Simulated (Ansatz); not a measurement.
One geometry of ZrO₂, several levels of theory.

```yaml
crystal:
  periodic: [false, false, false]
  atoms:
    - {symbol: Zr, position_ang: [-0.564290, -0.394521, 0.056594]}
    - {symbol: O, position_ang: [-0.536615, 1.327623, -0.312155]}
    - {symbol: O, position_ang: [1.100905, -0.933093, 0.255562]}
basis:
  gaussian: {orbitals: def2-TZVP, initial_orbitals: start.molden}
correlation: {method: mp2}
scf: {omitted_lower_state_checks: [starts]}
output: {orbitals: {seedname: orbitals}}
```

The file start.molden holds the orbitals of an earlier run on this structure, at another level or in another basis.

```sh
$ ansatz run in.yaml --threads 4 --pin off --events-out ev --progress --plain --max-ram 3916MiB
```

It prints (some lines left out):

```
Functional definition: HF
772 factors; integrals over basis functions are off by at most 7.7e-4 eV
mean field evaluation 1: about -5341.5023 eV, gradient 2.2e1 eV
mean field evaluation 2: about -5342.2811 eV, gradient 1.3e0 eV
mean field evaluation 4: about -5342.3016 eV, gradient 1.4e-1 eV
mean field evaluation 8: about -5342.3016 eV, gradient 4.1e-6 eV
mean field -5342.30163278 eV, -196.3259638626 hartree, gradient 4.1e-6 eV, S^2 0.000000; 0 other end points of the search recorded, 0 dependent functions left out
2 core orbitals not correlated: weight in the atoms' cores, before any rotation towards them, 1.000 or more for the frozen orbitals, at most 0.000 for the correlated occupied ones
reference -5342.30163278 eV, -196.3259638626 hartree; 12, 12 occupied and 88, 88 virtual orbitals, 772 factors
second order -22.33778773 eV of doubles, -0.00000000 eV of singles
Total energy: -5364.63942051 eV, -197.1468624207 hartree
Checks for a lower state left out: starts
```

Hardware: 4 threads of INTEL XEON PLATINUM 8581C on a shared host. Wall time 0.35 s.

First input, but with `gaussian: {orbitals: def2-TZVPD, initial_orbitals: start.molden}`, `hamiltonian: {xc: r2scan, dispersion: d4}` and without the key `correlation` (abridged; 0.85 s):

```
Functional definition: r2SCAN
mean field -5376.23229287 eV, -197.5728926219 hartree, gradient 7.2e-6 eV, S^2 0.000000
Total energy: -5376.24394888 eV, -197.5733209722 hartree
Checks for a lower state left out: starts
```

The first input with `hamiltonian: {xc: r2scan, dispersion: d4}` and without the key `correlation` (abridged; 0.75 s):

```
Functional definition: r2SCAN
mean field -5376.17997915 eV, -197.5709701279 hartree, gradient 1.3e-5 eV, S^2 0.000000
Total energy: -5376.19164413 eV, -197.5713988083 hartree
Checks for a lower state left out: starts
```

First input, but with `gaussian: {orbitals: STO-3G}`, `hamiltonian: {xc: hf}` and without the key `correlation` (abridged; 0.15 s):

```
Functional definition: HF
mean field -99346.49112943 eV, -3650.9162095363 hartree, gradient 1.1e-5 eV, S^2 0.000000
Total energy: -99346.49112943 eV, -3650.9162095363 hartree
Checks for a lower state left out: starts
```

As the first input, with `gaussian: {orbitals: def2-TZVPD, initial_orbitals: start.molden}`, `hamiltonian: {xc: pbe, dispersion: d4}` and without the key `correlation` (abridged; 0.5 s):

```
Functional definition: PBE
mean field -5374.09684554 eV, -197.4944163801 hartree, gradient 2.3e-5 eV, S^2 0.000000
Total energy: -5374.15452122 eV, -197.4965359220 hartree
Checks for a lower state left out: starts
```

The first input with `hamiltonian: {xc: lda}` and without the key `correlation` (abridged; 0.25 s):

```
Functional definition: SPW92
mean field -5345.88227190 eV, -196.4575499232 hartree, gradient 1.6e-5 eV, S^2 0.000000
Total energy: -5345.88233183 eV, -196.4575521256 hartree
Checks for a lower state left out: starts
```

First input, but with `hamiltonian: {xc: pbe}`, `correlation: {method: rpa}` and without the key `output` (abridged; 0.75 s):

```
Functional definition: PBE
mean field -5374.04098890 eV, -197.4923636863 hartree, gradient 6.6e-6 eV, S^2 0.000000
2 core orbitals not correlated: weight in the atoms' cores, before any rotation towards them, 1.000 or more for the frozen orbitals, at most 0.000 for the correlated occupied ones
Total energy: -5372.12459707 eV, -197.4219375856 hartree
Checks for a lower state left out: starts
```

Geometry: PBE0-D4/def2-TZVP.

In the def2 sets Zr takes a core potential, while STO-3G treats all electrons; there is no spin–orbit coupling. Correlated methods freeze 2 core orbitals; core or outer-core shells of Zr are correlated, in sets that lack core-valence functions. At MP2/def2-TZVP the test of the restricted singlet for broken spin symmetry was undecided. The structure comes from a short search, and lower isomers may exist.
